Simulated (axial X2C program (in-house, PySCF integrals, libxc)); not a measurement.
**What spin–orbit coupling does to CsSi**

Computed with an in-house all-electron X2C program for linear molecules (integrals from PySCF). Spin-free means the one-electron spin-free X2C Hamiltonian; two-component (2c) means X2C with spin–orbit coupling and atomic mean-field two-electron Coulomb and Gaunt terms, so the difference of the two also holds small scalar two-electron terms. Basis: Cs dyall-cv3z [15s15p9d4f1g], Si dyall-v3z [8s7p2d1f] (cores contracted in-house); Gaussian nuclei, density fitting, unrestricted open shells. Masses: Cs 132.905 u, Si 27.977 u.

Spin-free state: M_S = 3/2, Λ = 0 (beyond evenly filled blocks: σα, π+α, π-α); fragments Cs + Si.

```csv
level,Re (Å),ωe (cm⁻¹),De (eV),μ (D)
PBE0,3.261,165.7,1.810,-10.01
HF,3.434,153.5,1.269,-12.24
MP2,3.300,167.6,1.692,n/a
CCSD,3.325,164.8,1.619,n/a
CCSD(T),3.313,166.0,1.648,n/a
TPSS,3.274,162.5,1.914,-9.68
```

Correlated methods: 13 electrons correlated (number of frozen shells: Cs 4 s, 3 p, 2 d; Si 2 s, 1 p), 267 virtual spin orbitals or spinors in MP2, 90 natural virtuals in coupled cluster.

Dipoles are positive if Si is the positive end.

Two-component determinant lowest at the distance of the search:

Ω = 3/2 (⟨Sz⟩ = 1.50, ⟨Lz⟩ = 0.00 at HF); fragments Cs + Si.

```json
{"level": "PBE0", "Re (Å)": "3.260", "ωe (cm⁻¹)": "165.9", "De (eV)": "1.810", "μ (D)": "-9.99"}
{"level": "HF", "Re (Å)": "3.434", "ωe (cm⁻¹)": "153.6", "De (eV)": "1.266", "μ (D)": "-12.22"}
{"level": "MP2", "Re (Å)": "3.299", "ωe (cm⁻¹)": "167.7", "De (eV)": "1.703", "μ (D)": "n/a"}
{"level": "CCSD", "Re (Å)": "3.324", "ωe (cm⁻¹)": "164.9", "De (eV)": "1.621", "μ (D)": "n/a"}
{"level": "CCSD(T)", "Re (Å)": "3.312", "ωe (cm⁻¹)": "166.1", "De (eV)": "1.650", "μ (D)": "n/a"}
{"level": "TPSS", "Re (Å)": "3.273", "ωe (cm⁻¹)": "162.7", "De (eV)": "1.914", "μ (D)": "-9.66"}
```

(1) From the two tables, how do the constants change at the CCSD(T) level (2c against spin-free)?

One determinant describes the state; a PBE0 search over occupations chose it and may have missed a lower one. Dissociation energies refer to the lowest single-determinant-based atoms at the same level and basis. Density functionals use the spin component along the axis (collinear). CCSD and (T) use frozen natural virtuals with an MP2 correction for the truncation; (T) itself is uncorrected, so its De runs slightly low. The 2c atoms are single determinants rather than J levels; their spin–orbit lowering is only partly caught, and De is too large by that part. This holds for PBE0, MP2, CCSD, CCSD(T), TPSS. Other states lie close and PBE0, whose exact exchange favours high spin, may order them wrongly; the determinant shown need not be the ground state. The nearest other spin-free determinant of the search, M_S = 1/2, Λ = 0, lies 0.45 eV up at the distance of the search. Without a current term, density functionals place determinants with orbital angular momentum somewhat too high. With several unpaired electrons one determinant need not be a pure state. This is the top spin component of a Σ state; components of lower Ω are not single determinants and can lie lower.

Results:

(1) At the CCSD(T) level Re drops by 0.001 Å and ωe is unchanged to within 0.2 cm⁻¹; De is not compared, since the atomic limits differ or miss part of their spin–orbit lowering.
